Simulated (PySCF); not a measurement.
CH₁₀O₂Si₃. Atoms are numbered in the order given.

```xyz
16

O     -1.5067     2.2153    -0.0707
C     -0.7406     1.4404    -0.9626
Si     0.1824     0.1157     0.0322
O      0.8637     1.0957     1.2313
Si     1.8170    -1.0360    -1.2068
Si    -1.3396    -1.3814     1.0167
H     -0.9183     2.4694     0.6524
H     -0.0184     2.0513    -1.5437
H     -1.4224     0.9825    -1.6976
H      1.1930     0.6589     2.0220
H      1.1528    -1.8861    -2.2452
H      2.7532    -0.0881    -1.8882
H      2.6155    -1.9310    -0.3106
H     -0.6240    -2.2824     1.9771
H     -2.4013    -0.6452     1.7681
H     -1.9788    -2.2349    -0.0337
```

Geometry: PBE0-D3(BJ)/def2-SVP. The structure was generated by enumeration, and PubChem lists no compound with its InChIKey, so it may never have been made. The values are those of a single conformer.

Calculation: PBE0-D3(BJ)/def2-SVP (PySCF).

Frequencies are harmonic and unscaled.

**Question.** Estimate the vibrational spectrum. (The exact figures need the calculation; the answer reports its results.)

**Answer.** 
```json
[
 {"mode": "1", "ν (cm⁻¹)": "52", "IR (km/mol)": "2.2", "moving atoms (share of kinetic energy)": "H 44 %, O 38 %, Si 17 %"},
 {"mode": "2", "ν (cm⁻¹)": "79", "IR (km/mol)": "0.4", "moving atoms (share of kinetic energy)": "H 67 %, Si 16 %, O 15 %"},
 {"mode": "3", "ν (cm⁻¹)": "87", "IR (km/mol)": "1.8", "moving atoms (share of kinetic energy)": "H 50 %, Si 36 %, O 13 %"},
 {"mode": "4", "ν (cm⁻¹)": "92", "IR (km/mol)": "3.3", "moving atoms (share of kinetic energy)": "H 40 %, Si 38 %, O 18 %"},
 {"mode": "5", "ν (cm⁻¹)": "99", "IR (km/mol)": "1.7", "moving atoms (share of kinetic energy)": "H 49 %, O 26 %, Si 18 %"},
 {"mode": "6", "ν (cm⁻¹)": "131", "IR (km/mol)": "5.0", "moving atoms (share of kinetic energy)": "H 34 %, Si 30 %, O 21 %, C 15 %"},
 {"mode": "7", "ν (cm⁻¹)": "161", "IR (km/mol)": "4.0", "moving atoms (share of kinetic energy)": "O 60 %, H 26 %, Si 13 %"},
 {"mode": "8", "ν (cm⁻¹)": "217", "IR (km/mol)": "6.0", "moving atoms (share of kinetic energy)": "H 40 %, O 29 %, C 18 %, Si 13 %"},
 {"mode": "9", "ν (cm⁻¹)": "258", "IR (km/mol)": "117.1", "moving atoms (share of kinetic energy)": "H 69 %, O 22 %"},
 {"mode": "10", "ν (cm⁻¹)": "298", "IR (km/mol)": "9.9", "moving atoms (share of kinetic energy)": "Si 45 %, O 26 %, H 21 %"},
 {"mode": "11", "ν (cm⁻¹)": "398", "IR (km/mol)": "36.9", "moving atoms (share of kinetic energy)": "Si 49 %, H 30 %, O 13 %, C 8 %"},
 {"mode": "12", "ν (cm⁻¹)": "415", "IR (km/mol)": "6.2", "moving atoms (share of kinetic energy)": "H 60 %, Si 39 %"},
 {"mode": "13", "ν (cm⁻¹)": "465", "IR (km/mol)": "83.6", "moving atoms (share of kinetic energy)": "H 87 %"},
 {"mode": "14", "ν (cm⁻¹)": "482", "IR (km/mol)": "45.2", "moving atoms (share of kinetic energy)": "H 82 %, Si 11 %"},
 {"mode": "15", "ν (cm⁻¹)": "508", "IR (km/mol)": "9.6", "moving atoms (share of kinetic energy)": "H 77 %, Si 15 %"},
 {"mode": "16", "ν (cm⁻¹)": "528", "IR (km/mol)": "18.0", "moving atoms (share of kinetic energy)": "H 66 %, Si 30 %"},
 {"mode": "17", "ν (cm⁻¹)": "554", "IR (km/mol)": "49.8", "moving atoms (share of kinetic energy)": "Si 52 %, H 38 %"},
 {"mode": "18", "ν (cm⁻¹)": "700", "IR (km/mol)": "8.4", "moving atoms (share of kinetic energy)": "C 42 %, Si 30 %, H 24 %"},
 {"mode": "19", "ν (cm⁻¹)": "757", "IR (km/mol)": "106.5", "moving atoms (share of kinetic energy)": "H 62 %, C 19 %, O 16 %"},
 {"mode": "20", "ν (cm⁻¹)": "820", "IR (km/mol)": "288.5", "moving atoms (share of kinetic energy)": "H 52 %, O 24 %, Si 18 %"},
 {"mode": "21", "ν (cm⁻¹)": "849", "IR (km/mol)": "259.3", "moving atoms (share of kinetic energy)": "H 78 %, Si 15 %"},
 {"mode": "22", "ν (cm⁻¹)": "867", "IR (km/mol)": "36.4", "moving atoms (share of kinetic energy)": "H 65 %, Si 19 %, O 14 %"},
 {"mode": "23", "ν (cm⁻¹)": "882", "IR (km/mol)": "48.1", "moving atoms (share of kinetic energy)": "H 76 %, Si 15 %"},
 {"mode": "24", "ν (cm⁻¹)": "926", "IR (km/mol)": "11.9", "moving atoms (share of kinetic energy)": "H 97 %"},
 {"mode": "25", "ν (cm⁻¹)": "930", "IR (km/mol)": "18.7", "moving atoms (share of kinetic energy)": "H 97 %"},
 {"mode": "26", "ν (cm⁻¹)": "931", "IR (km/mol)": "52.4", "moving atoms (share of kinetic energy)": "H 97 %"},
 {"mode": "27", "ν (cm⁻¹)": "936", "IR (km/mol)": "60.5", "moving atoms (share of kinetic energy)": "H 95 %"},
 {"mode": "28", "ν (cm⁻¹)": "1100", "IR (km/mol)": "105.2", "moving atoms (share of kinetic energy)": "O 46 %, C 37 %, H 17 %"},
 {"mode": "29", "ν (cm⁻¹)": "1173", "IR (km/mol)": "23.7", "moving atoms (share of kinetic energy)": "H 85 %, C 13 %"},
 {"mode": "30", "ν (cm⁻¹)": "1277", "IR (km/mol)": "5.1", "moving atoms (share of kinetic energy)": "H 78 %, C 20 %"},
 {"mode": "31", "ν (cm⁻¹)": "1396", "IR (km/mol)": "71.7", "moving atoms (share of kinetic energy)": "H 82 %, C 11 %"},
 {"mode": "32", "ν (cm⁻¹)": "1454", "IR (km/mol)": "9.8", "moving atoms (share of kinetic energy)": "H 94 %"},
 {"mode": "33", "ν (cm⁻¹)": "2205", "IR (km/mol)": "62.5", "moving atoms (share of kinetic energy)": "H 98 %"},
 {"mode": "34", "ν (cm⁻¹)": "2210", "IR (km/mol)": "72.7", "moving atoms (share of kinetic energy)": "H 99 %"},
 {"mode": "35", "ν (cm⁻¹)": "2218", "IR (km/mol)": "10.4", "moving atoms (share of kinetic energy)": "H 96 %"},
 {"mode": "36", "ν (cm⁻¹)": "2221", "IR (km/mol)": "142.5", "moving atoms (share of kinetic energy)": "H 96 %"},
 {"mode": "37", "ν (cm⁻¹)": "2224", "IR (km/mol)": "92.3", "moving atoms (share of kinetic energy)": "H 96 %"},
 {"mode": "38", "ν (cm⁻¹)": "2234", "IR (km/mol)": "76.3", "moving atoms (share of kinetic energy)": "H 96 %"},
 {"mode": "39", "ν (cm⁻¹)": "2996", "IR (km/mol)": "29.3", "moving atoms (share of kinetic energy)": "H 94 %"},
 {"mode": "40", "ν (cm⁻¹)": "3112", "IR (km/mol)": "8.7", "moving atoms (share of kinetic energy)": "H 91 %, C 9 %"},
 {"mode": "41", "ν (cm⁻¹)": "3830", "IR (km/mol)": "50.6", "moving atoms (share of kinetic energy)": "H 94 %"},
 {"mode": "42", "ν (cm⁻¹)": "3932", "IR (km/mol)": "106.6", "moving atoms (share of kinetic energy)": "H 94 %"}
]
```
